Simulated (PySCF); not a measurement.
Gas-phase reaction: 4 GaI + O2 ⇌ 2 Ga2O + 2 I2

Method: PySCF energies plus ideal-gas RRHO corrections (1 bar). † marks an energy on the PBE0/def2-TZVP geometry and frequencies; other levels use their own. Open shells (unrestricted): O2 (multiplicity 3); the rest are closed-shell singlets. B3LYP is the form with VWN-RPA correlation. I: scalar-relativistic def2 core potential, no spin-orbit coupling. Ga: all electrons, no relativistic terms.

r2SCAN/def2-TZVP† gives ΔH°(298 K) = -170 kJ.

### Question
What do PBE0/def2-TZVP, ωB97M-V/def2-TZVP†, B3LYP/def2-TZVP† give?

### Answer
PBE0/def2-TZVP: -149 kJ; ωB97M-V/def2-TZVP†: -204 kJ; B3LYP/def2-TZVP†: -174 kJ. For scale, ΔH°(298 K) is -170 kJ at this level, -204 kJ at ωB97M-V/def2-TZVP†, and runs from -548 to -71 kJ over the 18 levels computed.
